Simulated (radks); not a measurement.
Values are calculated unless marked as measured or tabulated.
Species: Al2+. Configuration: [He] 2s2 2p5.5 3s1 3p0.5 (fractional occupations, a model configuration).

Code: a radial shooting solver on a logarithmic mesh with Libxc functionals. Model: non-relativistic Kohn-Sham, TPSS, spin-polarised, spherical densities, point nucleus; open shells are filled with parallel spins first; meta-GGA in the generalised Kohn-Sham scheme.

Energy parts (hartree):
| part | energy |
|---|---|
| total | -240.08038 |
| kinetic | 239.74160 |
| electron-nucleus | -562.18521 |
| Hartree | 100.09714 |
| exchange-correlation | -17.73391 |

Orbitals (lengths in bohr, moments of r in powers of bohr):
orbital  occ.  eigenvalue (hartree)   <1/r>     <r>      <r^4>    <r^2>
1s up       1             -56.93143   12.59  0.1204  0.0009846  0.01950
1s down     1             -56.89580   12.59  0.1203  0.0009825  0.01948
2s up       1              -5.13008   2.374  0.6152     0.3779   0.4520
2s down     1              -5.06384   2.367  0.6164     0.3792   0.4536
2p up       3              -3.71431   2.259  0.5849     0.4148   0.4314
2p down   2.5              -3.64394   2.252  0.5867     0.4162   0.4337
3s up       1              -0.98994  0.6421   2.099      39.14    5.021
3p up     0.5              -0.72937  0.5611   2.372      67.45    6.477
3d up       0              -0.40674  0.3935   3.063      208.5    10.97
4s up       0              -0.34927  0.2791   4.833      970.6    26.19

The highest occupied level is 3p up at -19.847 eV. The spin density at the nucleus is 4.649 e/bohr^3 (1s -0.195, 2s 0.358, 3s 4.485), a Fermi contact field of 244 T. Summed over all electrons, <r^2> = 11.58 bohr^2, which gives a Langevin (diamagnetic) susceptibility term of -9.17 x 10^-6 cm^3/mol. Spin moment in Bohr magnetons: 2. The density falls to 0.001 e/bohr^3 at r = 3.55 bohr. Virial ratio -V/T = 2.00141.
